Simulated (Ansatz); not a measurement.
Species: sum formula Si2N2H7, net charge -1, singlet state. It need not be the lowest isomer of its formula. Whether it binds its extra electron was not tested at this geometry. 
Structure (B3LYP-D3(BJ)/def2-TZVP (Ansatz, a first-principles code) minimum search):
```xyz
11

N      1.6626     0.7892    -0.3559
Si     1.0614    -0.9607    -0.3126
Si    -1.2085    -0.3458     0.2243
N     -1.2485     1.4185     0.3481
H      1.8988     1.2008     0.5392
H      2.4568     0.9030    -0.9704
H      1.3933    -1.3196     1.1491
H     -2.2407    -0.7497    -0.8121
H     -1.8663    -0.8993     1.4681
H     -2.0676     1.9066     0.0133
H     -0.4137     1.7953    -0.0953
```
Charge -1, spin multiplicity 1.

Total electronic energies in hartree. Valence correlation only, unless marked. No spin-orbit coupling. Non-relativistic. CBS(X,Y): correlation extrapolated as X^-3; Hartree-Fock from the larger set.

```json
[
 {"level": "HF/cc-pVTZ", "program": "Ansatz", "energy (Eh)": "-690.92175"},
 {"level": "RI-HF/cc-pV(Q+d)Z", "program": "Ansatz", "energy (Eh)": "-690.94548"},
 {"level": "PBE-D3(BJ)/def2-TZVPD", "program": "Ansatz + dftd3", "energy (Eh)": "-692.38713"},
 {"level": "revPBE-D3(BJ)/def2-TZVPD", "program": "Ansatz + dftd3", "energy (Eh)": "___"},
 {"level": "B97M-V/def2-TZVPD", "program": "Ansatz", "energy (Eh)": "-692.65144"},
 {"level": "r2SCANh/def2-TZVPD", "program": "Ansatz", "energy (Eh)": "-692.68673"},
 {"level": "RPA@PBE/cc-pV(Q+d)Z", "program": "Ansatz", "energy (Eh)": "___"},
 {"level": "CCSD/CBS(aug-cc-pV(T+d)Z,aug-cc-pV(Q+d)Z)", "program": "Ansatz", "energy (Eh)": "-691.7700"},
 {"level": "CCSD(T)/CBS(aug-cc-pV(T+d)Z,aug-cc-pV(Q+d)Z)", "program": "Ansatz", "energy (Eh)": "-691.8072"}
]
```

Problem. What belongs in the gaps?

Solution. 
- revPBE-D3(BJ)/def2-TZVPD, energy (Eh): -692.68261
- RPA@PBE/cc-pV(Q+d)Z, energy (Eh): -692.19034
